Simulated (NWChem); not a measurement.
System meant: C₄H₇F; SMILES CC(=CF)C

The following NWChem deck was run.

```
start job
memory heap 200 mb stack 900 mb global 1100 mb
geometry units angstroms noautosym nocenter noautoz
  C      0.785658    -1.691992     0.000000
  C      0.029872    -0.399199     0.000000
  C     -1.465698    -0.459251     0.000000
  C      0.687777     0.761497     0.000000
  F      0.065558     1.944423     0.000000
  H      1.874556    -1.537543     0.000000
  H      0.528516    -2.298606     0.884990
  H      0.528516    -2.298606    -0.884990
  H     -1.911633     0.543624     0.000000
  H     -1.835343    -1.004311    -0.884996
  H     -1.835343    -1.004311     0.884996
  H      1.777422     0.860878     0.000000
end
basis spherical
  * library 6-31g*
end
dft
  xc xtpss03 ctpss03
  iterations 150
end
property
  shielding 10 1 2 3 4 5 6 7 9 10 12
end
task dft property
```

End of the output:

```
 Vector   23  Occ=0.000000D+00  E= 1.104815D-01
              MO Center= -2.3D-02, -1.8D-01, -3.0D-11, r^2= 5.1D+00
   Bfn.  Coefficient  Atom+Function         Bfn.  Coefficient  Atom+Function
  ----- ------------  ---------------      ----- ------------  ---------------
    34      1.365008   3 C  s                 6     -1.222686   1 C  s
    74      0.619707   7 H  s                76      0.619707   8 H  s
    50     -0.583061   4 C  py               62      0.484510   5 F  s
    80     -0.483575  10 H  s                82     -0.483575  11 H  s
    78     -0.443135   9 H  s                22     -0.371772   2 C  py

 center of mass
 --------------
 x =   0.02084000 y =   0.22155109 z =   0.00000000

 moments of inertia (a.u.)
 ------------------
         485.073125012525           1.964006712254           0.000000000000
           1.964006712254         213.780237550341           0.000000000000
           0.000000000000           0.000000000000         676.303055656722

     Multipole analysis of the density
     ---------------------------------

     L   x y z        total         alpha         beta         nuclear
     -   - - -        -----         -----         ----         -------
     0   0 0 0     -0.000000    -20.000000    -20.000000     40.000000

     1   1 0 0      0.142461      0.125686      0.125686     -0.108911
     1   0 1 0     -0.475730     -0.263624     -0.263624      0.051518
     1   0 0 1      0.000000      0.000000      0.000000      0.000000

     2   2 0 0    -20.987818    -76.734632    -76.734632    132.481446
     2   1 1 0      0.457475      1.752770      1.752770     -3.048065
     2   1 0 1     -0.000000     -0.000000     -0.000000      0.000000
     2   0 2 0    -23.488442   -141.891802   -141.891802    260.295162
     2   0 1 1      0.000000      0.000000      0.000000      0.000000
     2   0 0 2    -23.003529    -17.095569    -17.095569     11.187610

          -----------------------------------------
          Chemical Shielding Tensors (GIAO, in ppm)
          -----------------------------------------

 ------------------------------------------------------------------------
  xtpss03: d2 not coded                    0
 ------------------------------------------------------------------------
 ------------------------------------------------------------------------
  current input line :
    27: task dft property
 ------------------------------------------------------------------------
 ------------------------------------------------------------------------
 This error has not yet been assigned to a category
 ------------------------------------------------------------------------
 For more information see the NWChem manual at https://nwchemgit.github.io

0: xtpss03: d2 not coded:Received an Error in Communication
```

**Question.** Can this run be used? If not, why, and what is the fix?

**Answer.** The program stopped with an error. Cause: this functional's second derivatives, which shieldings need, aren't coded here; the fix takes a hybrid GGA instead. This input runs:
```
start job
memory heap 200 mb stack 900 mb global 1100 mb
geometry units angstroms noautosym nocenter noautoz
  C      0.785658    -1.691992     0.000000
  C      0.029872    -0.399199     0.000000
  C     -1.465698    -0.459251     0.000000
  C      0.687777     0.761497     0.000000
  F      0.065558     1.944423     0.000000
  H      1.874556    -1.537543     0.000000
  H      0.528516    -2.298606     0.884990
  H      0.528516    -2.298606    -0.884990
  H     -1.911633     0.543624     0.000000
  H     -1.835343    -1.004311    -0.884996
  H     -1.835343    -1.004311     0.884996
  H      1.777422     0.860878     0.000000
end
basis spherical
  * library 6-31g*
end
dft
  xc pbe0
  iterations 150
end
property
  shielding 10 1 2 3 4 5 6 7 9 10 12
end
task dft property
```
It converges to -256.16320 Ha (PBE0/6-31G* (spherical d), GIAO).
